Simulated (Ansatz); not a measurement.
`[CH3][Sn]([NH2])([F])[F]` → `CF` + `[NH2][Sn][F]` at 700 K and 1 bar (stannylene formation by 1,1-elimination).

Isolated molecules relaxed with PBE0-D4/def2-TZVP in Ansatz; ΔE leaves out vibrations. CBS: MP2 limit from def2 TZ/QZ plus the TZ coupled-cluster correction, frozen cores. This one scheme is used for every species. Elements past krypton have def2 core potentials. For Sn outer-core shells are correlated without core-valence functions, which leaves a few kJ/mol of doubt a bond. One conformer a species, not always the lowest.

```
                   species  CCSD(T)/CBS energy (Eh)  H − E (kJ/mol)  S (J/(mol·K))
`[CH3][Sn]([NH2])([F])[F]`               -509.47039           256.0          521.3
                      `CF`               -139.63461           133.6          263.9
            `[NH2][Sn][F]`               -369.78999           114.6          362.4
```

H − E and S are ideal-gas, rigid-rotor, harmonic terms from PBE0-D4/def2-TZVP, for one conformer and one mirror image of each species. 1 Eh = 2625.50 kJ/mol, R = 8.31446 J/(mol·K).

By hand: ΔE, ΔH, ΔS and ΔG.

ΔE = (-139.63461) + (-369.78999) − (-509.47039) = 0.04579 Eh = 120.2 kJ/mol. Δ(H − E) = 133.6 + 114.6 − 256.0 = -7.8, so ΔH = 112.4 kJ/mol. ΔS = 263.9 + 362.4 − 521.3 = 105.0 J/(mol·K). ΔG = 112.4 − 700 × (105.0)/1000 = 38.9 kJ/mol.

By hand: the equilibrium constant, and the temperature at which ΔG would vanish if ΔH and ΔS stayed fixed.

log₁₀ K = −ΔG/(RT ln 10) = -2.9. ΔG = 0 at ΔH/ΔS = 1070 K.

The number of gas molecules changes by +1, which sets the sign of ΔS. A doubt of 5 kJ/mol in ΔE shifts log₁₀ K by 0.4 here. Other conformers and mirror images would add mixing entropy, several J/(mol·K) or more a flexible species. Modes under 60 cm⁻¹, often nearly free rotors, make the harmonic entropy too high. These are equilibria of isolated gas molecules and say nothing of rates. Largest T1 diagnostic: 0.017 (customary marks: 0.02 for closed shells, 0.045 for open ones).
